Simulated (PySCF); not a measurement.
[SnBr3]+, singlet: data card

These are results of PBE0/[Sn def2-SVP with ECP28, Br def2-SVP], scalar-relativistic core potentials, density fitting, no spin–orbit coupling, PySCF, not measurements.

The structure is a minimum.

- Point group: D3h
- Bond lengths: Sn–Br 2.402 Å (×3)
- Bond angles: Br–Sn–Br 120.0° (×3)
- Highest occupied level: -13.96 eV
- Heat capacity Cp at 298.15 K: 79.0 J/(mol K)
- Lowest empty level: -9.28 eV
- Dipole moment about the centre of mass: 0.00 D
- Zero-point energy: 6.6 kJ/mol
- Entropy at 298.15 K and 1 bar: 369.2 J/(mol K)
- Enthalpy at 298.15 K above 0 K: 19.48 kJ/mol
- Rotational symmetry number: 6
- Principal polarisabilities: 44.6, 101.1, 101.1 bohr³
- Principal quadrupole moments (Buckingham, traceless) about the centre of mass: -7.90, 3.95, 3.95 D Å
- Rotational constants: 0.02469, 0.02469, 0.01234 cm⁻¹

Harmonic modes (masses in u: Sn 119.902, Br 78.918):
| symmetry | ω (cm⁻¹) | IR (km/mol, summed over degenerate members) | μ (u) | type |
| --- | --- | --- | --- | --- |
| e' | 71 | 4.8 | 83.54 | bend |
| a2'' | 82 | 3.6 | 102.08 | bend |
| a1' | 233 | 0.0 | 78.92 | stretch |
| e' | 326 | 71.1 | 95.27 | stretch |

In D3h the vibrations span 2e' + a2'' + a1'. The a1' mode carries no infrared intensity, as symmetry demands.

Charges (e):
```csv
atom,Mulliken,Löwdin,polar tensor,Mayer order to Sn1
Sn1,0.91,0.44,1.65,–
"Br2,3,4",0.03,0.19,-0.22,1.25
```

Mulliken populations on Sn1 (electrons outside its core potential): s 3.25, p 7.53, d 10.31.

Outer orbital energies (eV). occupied: -16.31, -16.31, -14.97, -14.29, -14.29, -14.21, -14.21, -13.96; empty: -9.28, -8.29, -4.89, -4.89.

Counting electrons, tin keeps none of its valence electrons outside its bonds, so the VSEPR class is AX3 and the expected shape is trigonal planar (D3h), as computed.

This need not be the most stable arrangement of these atoms.

The final relaxation and frequency run took roughly 110 core-seconds on a shared host.
